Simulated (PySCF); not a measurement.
Hf(OH)4 (singlet state).
Cartesian coordinates in Å at the PBE0-D3(BJ)/def2-SVP level; atoms count from 1:
```xyz
9
H4HfO4 angstrom
Hf     0.0216   -0.0025   -0.0003
O     -0.6815    0.1399    1.7935
H     -1.0100    0.2127    2.6848
O      1.9174    0.3706    0.0117
H      2.8588    0.5148   -0.0254
O     -0.8757    1.2703   -1.1424
H     -1.3602    1.8831   -1.6878
O     -0.2767   -1.7892   -0.6716
H     -0.4610   -2.6691   -0.9883
```

Computed, not measured: PySCF 2.14.0, PBE0-D3(BJ)/def2-SVP geometry optimisation, gas phase, def2 core potentials past Kr.

(1) Which atoms are bound to Hf1, and at what distances?

(2) List the angles at Hf1.

(3) What is the shape at Hf1?

(4) What are the other bond lengths?

Answers

(1) 4 atoms: O6 1.931 Å, O8 1.932 Å, O2 1.932 Å, O4 1.932 Å. The nearest atom not counted as bound is H7, at 2.88 Å (others tie with it).

(2) 
```tsv
angle	degrees	distance of the outer atoms (Å)
O2–Hf1–O4	109.7	3.16
O2–Hf1–O8	109.6	3.16
O6–Hf1–O8	109.4	3.15
O4–Hf1–O6	109.4	3.15
O4–Hf1–O8	109.4	3.15
O2–Hf1–O6	109.4	3.15
```

(3) Tetrahedral: angles from 109.4° to 109.7°; τ4 = (360° − α − β)/141° = 1.00 with α and β the two widest (0 for a square, 1 for a tetrahedron).

(4) O2–H3 and 3 like bonds 0.953 Å.

Charge 0, singlet. No frequency check.
